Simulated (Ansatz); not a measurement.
The same hydrogenolysis along the group F, Cl, Br.

Isolated molecules relaxed with PBE0-D4/def2-TZVP in Ansatz; ΔE leaves out vibrations. CBS: MP2 limit from def2 TZ/QZ plus the TZ coupled-cluster correction, frozen cores. This one scheme is used for every species. DFT in def2-TZVPP. For Br outer-core shells are correlated without core-valence functions, which leaves a few kJ/mol of doubt a bond. Scalar relativity is left out up to krypton.

```tsv
reaction	PBE0-D4 (eV)	HF/CBS(def2) (eV)	CCSD(T)/CBS(def2) (eV)
`F[SiH]1CC1` + H₂ → `C1C[SiH2]1` + H–F	0.98	1.12	1.05
`Cl[SiH]1CC1` + H₂ → `C1C[SiH2]1` + HCl	0.74	0.63	0.75
`Br[SiH]1CC1` + H₂ → `C1C[SiH2]1` + HBr	0.74	0.60	0.76
```

Largest T1 diagnostic: 0.011, for `F[SiH]1CC1`.
